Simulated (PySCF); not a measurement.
Species: C₆H₁₂O.
Z-matrix (Å and degrees, PBE0-D3(BJ)/def2-SVP geometry), rows numbered from 1:
```
C 
C   1  1.4935
C   2  1.3430  1  128.62
C   3  1.4997  2  121.76  1  -179.33
C   3  1.5083  2  124.21  1     0.49
O   5  1.4052  3  112.98  2  -125.41
C   6  1.3952  5  113.44  3    68.76
H   1  1.1027  2  110.59  3   126.07
H   1  1.0981  2  113.44  3     4.82
H   1  1.1034  2  110.87  3  -116.34
H   2  1.0982  1  114.81  3   179.38
H   4  1.1038  3  110.81  2  -118.08
H   4  1.1015  3  110.59  2   124.51
H   4  1.0990  3  111.88  2     2.96
H   5  1.1033  3  109.05  2   117.70
H   5  1.1060  3  111.41  2    -0.51
H   7  1.1070  6  112.51  5   -61.22
H   7  1.0991  6  107.70  5   179.02
H   7  1.1088  6  111.77  5    60.00
```

Computed with PySCF at PBE0/pcSseg-1 and wB97X-D/def2-SVPD, non-relativistic, on one gas-phase PBE0-D3(BJ)/def2-SVP geometry that isn't relaxed in the solvent. The solvent is an IEF-PCM continuum (cavity from Bondi-type radii × 1.2). The model holds no explicit solvent molecules, cavitation or dispersion.

Gas phase at PBE0/pcSseg-1: HOMO -6.92 eV, LUMO 0.46 eV, dipole 1.37 D.

**Question.** What does the continuum do to the energy, the frontier levels and the dipole at PBE0/pcSseg-1 in cyclohexane and acetonitrile?

**Answer.** 
```csv
solvent,ε,E(solvent) − E(gas) (kJ/mol),polarisation term (kJ/mol),distortion of the solute (kJ/mol),HOMO (eV),LUMO (eV),dipole (D)
cyclohexane,2.017,-5.29,-5.49,0.20,-6.88,0.50,1.52
acetonitrile,35.69,-13.66,-15.12,1.46,-6.87,0.51,1.79
```

Polarisation term: ½ Σ q·V over the induced surface charges. Distortion: the rise of the solute's own energy as its density leaves the gas-phase optimum. From cyclohexane to acetonitrile the lowering changes by a factor 2.58, Onsager's factor (ε − 1)/(2ε + 1) by 2.37 and ε itself by 17.7.

**Question.** Which radius a makes the point-dipole formula ΔE = −[(ε − 1)/(2ε + 1)]·μ²/a³ give the value in acetonitrile, with the gas-phase dipole?

**Answer.** μ = 0.539 au and |ΔE| = 0.00520 Eh give a = 1.58 Å; the farthest nucleus lies 3.35 Å from the centroid of the nuclei, so such a sphere wouldn't even hold the nuclei. The formula assumes a rigid point dipole at the centre of a sphere.

**Question.** Which Hirshfeld charges (PBE0/pcSseg-1) respond most in acetonitrile (means over atoms taken as equivalent)?

**Answer.** 
```csv
atoms,environment,gas (e),solvent (e),change
O6,ether oxygen,-0.142,-0.160,-0.018
C3,fully substituted alkene carbon,-0.005,-0.009,-0.004
H15/H16,methylene hydrogen,+0.039,+0.043,+0.004
H17/H18/H19,methyl hydrogen,+0.036,+0.039,+0.003
C4,allylic carbon,-0.121,-0.124,-0.003
H11,vinylic hydrogen,+0.038,+0.041,+0.003
```

**Question.** How do the nuclear quadrupole coupling constants eQVzz/h respond in acetonitrile?

**Answer.** 
| nucleus | Q (barn) | gas (MHz) | solvent (MHz) | η gas | η solvent |
| --- | --- | --- | --- | --- | --- |
| 17O at O6 | -0.0256 | -12.13 | -11.94 | 0.97 | 0.97 |

Gas phase at wB97X-D/def2-SVPD: HOMO -8.76 eV, LUMO 2.12 eV, dipole 1.38 D.

**Question.** What does the continuum do to the energy, the frontier levels and the dipole at wB97X-D/def2-SVPD in cyclohexane and acetonitrile?

**Answer.** 
```tsv
solvent	ε	E(solvent) − E(gas) (kJ/mol)	polarisation term (kJ/mol)	distortion of the solute (kJ/mol)	HOMO (eV)	LUMO (eV)	dipole (D)
cyclohexane	2.017	-5.28	-5.53	0.25	-8.72	2.16	1.56
acetonitrile	35.69	-13.83	-15.73	1.90	-8.71	2.16	1.89
```

**Question.** How does the static polarisability (wB97X-D/def2-SVPD, frozen core, with the continuum's full static response) change?

**Answer.** 
```tsv
medium	isotropic (au)	principal values (au)	⟨r²⟩ of the electrons (bohr²)
gas	80.1	68.2, 77.1, 95.0	932.4
cyclohexane	89.7	76.5, 85.7, 107.0	932.1
acetonitrile	108.0	94.2, 101.4, 128.5	931.8
```

The isotropic value in acetonitrile is 1.35 times the gas-phase one; no cavity-field correction is applied. ⟨r²⟩ is taken about the centre of nuclear charge.

The run took about 1.8 min of CPU time (one thread, shared machine). This is the whole shielding run at PBE0/pcSseg-1 in acetonitrile, SCF included.

wB97X-D is run here without its empirical dispersion term; that term would change no orbital, density or response property at a fixed geometry.
